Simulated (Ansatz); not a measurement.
`CCS[SiH3]` + `CN[SiH](F)Br` → `F[SiH](Br)N[SiH3]` + `CCSC`  (formal exchange of groups at the Si–S bond)

Computed with Ansatz on PBE0-D4/def2-TZVP structures; ΔE is electronic, products minus reactants. CBS: MP2 limit from def2 TZ/QZ plus the TZ coupled-cluster correction, frozen cores. This one scheme is used for every species. Functionals use def2-TZVPP. B3LYP here is the variant with VWN-RPA as its local correlation; programs differ in this. For Br outer-core shells are correlated without core-valence functions, which leaves a few kJ/mol of doubt a bond. Scalar relativity is left out up to krypton. One conformer a species, not always the lowest.

Task: Is it downhill or uphill in electronic energy at CCSD(T)/CBS, and by how much? (An estimate is asked.)

Result: Ansatz gave: Downhill: ΔE = -7.8 kcal/mol.

Task: What do these levels give: PBE-D4, r2SCAN-D4, PBE0-D4, B3LYP-D4, ωB97X-V, ωB97M-V, PBE, B3LYP, MP2/def2-TZVPP, SCS-MP2/def2-QZVPP, HF/CBS(def2), CCSD/CBS(def2)? (An estimate is asked.)

Result: Computed: PBE-D4 -5.3, r2SCAN-D4 -6.9, PBE0-D4 -5.9, B3LYP-D4 -7.0, ωB97X-V -7.1, ωB97M-V -7.6, PBE -5.4, B3LYP -7.0, MP2/def2-TZVPP -8.2, SCS-MP2/def2-QZVPP -8.4, HF/CBS(def2) -8.5, CCSD/CBS(def2) -7.9 kcal/mol.

Largest T1 diagnostic among the species: 0.010.
